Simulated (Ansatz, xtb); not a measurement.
## C3H7BO: 3 structures ranked

3 gas-phase structures of C3H7BO, from a drawn sample of its isomers (lower ones may exist). Each was relaxed with GFN2-xTB:

A. `B[C@@]1(C)CO1`, a singlet
B. `B[C@@H]1O[C@H]1C`, a singlet
C. `B[C@@H]1O[C@@H]1C`, a singlet

Problem. Which do you expect lowest at r2SCAN-D4/def2-SVP//GFN2-xTB, and how would the others follow?

Solution. Calculated order at r2SCAN-D4/def2-SVP//GFN2-xTB: B (0.0), C (1.5), A (2.2) kcal/mol. Less than 1 kcal/mol parts C and A, so the order within that pair means little.

Energies above the lowest of each column, in kcal/mol; the last columns are at r2SCAN-D4/def2-SVP geometries:

```tsv
structure	GFN2-xTB	HF/STO-3G	r2SCAN-D4/def2-SVP//GFN2-xTB	r2SCAN-D4/def2-SVP	CCSD(T)/def2-SVP + ΔMP2/def2-TZVPP
B	0.0	0.0	0.0	0.0	0.0
C	0.8	1.1	1.5	1.5	1.4
A	1.6	1.8	2.2	1.8	1.3
```

Every level run on B puts it lowest or level with the lowest. CCSD(T)/def2-SVP + ΔMP2/def2-TZVPP orders those it was run on as B (0.0), A (1.3), C (1.4) kcal/mol. Less than 1 kcal/mol parts A and C, so the order within that pair means little. Flexible structures stand in one conformer each, not always the lowest. ΔMP2 is the change of the MP2 energy from the smaller to the larger basis.

Programs: Ansatz 0.2.0, xtb 6.7.1.
